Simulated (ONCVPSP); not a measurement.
Reading a pseudo-wave (C)

Columns: radius, all-electron u(r) and pseudo u(r) of the 2s shell (level -13.75 eV) of carbon in the configuration [He] 2s2 2p2; PBE, scalar-relativistic, ONCV scheme, ONCVPSP 4.0.1.

```
r (bohr)  all-electron  pseudo
   0.098       -0.3287  0.0753
   0.195       -0.3173  0.1521
   0.292       -0.1677  0.2318
   0.390        0.0271  0.3140
   0.488        0.2198  0.3955
   0.585        0.3880  0.4732
   0.682        0.5272  0.5474
   0.780        0.6375  0.6189
   0.878        0.7185  0.6860
   0.975        0.7729  0.7447
   1.072        0.8052  0.7897
   1.170        0.8194  0.8151
   1.268        0.8188  0.8186
   1.365        0.8066  0.8065
   1.463        0.7855  0.7854
   1.560        0.7581  0.7581
   1.658        0.7259  0.7259
   1.755        0.6911  0.6911
   1.852        0.6544  0.6544
   1.950        0.6166  0.6166
   2.047        0.5791  0.5791
   2.145        0.5417  0.5417
   2.242        0.5056  0.5056
   2.340        0.4704  0.4704
   2.438        0.4367  0.4367
   2.535        0.4050  0.4050
```

(1) How many radial nodes do the two functions have?

(2) At about which radius was the pseudo-wave matched?

(3) Where does each function peak?

(4) Is the pseudo-wave norm-conserving?

Results:

(1) The all-electron 2s function has n − l − 1 = 1; the pseudo-wave has 0, since the states of the same l below it are removed with the core.

(2) 1.30 bohr, where the columns begin to agree (steps of 0.10 bohr).

(3) Outermost all-electron maximum near 1.17 bohr, pseudo maximum near 1.27 bohr (to the table’s step).

(4) Yes: the ONCV scheme keeps the norm inside the radius equal to the all-electron one, which fixes the energy derivative of the logarithmic derivative at the level.
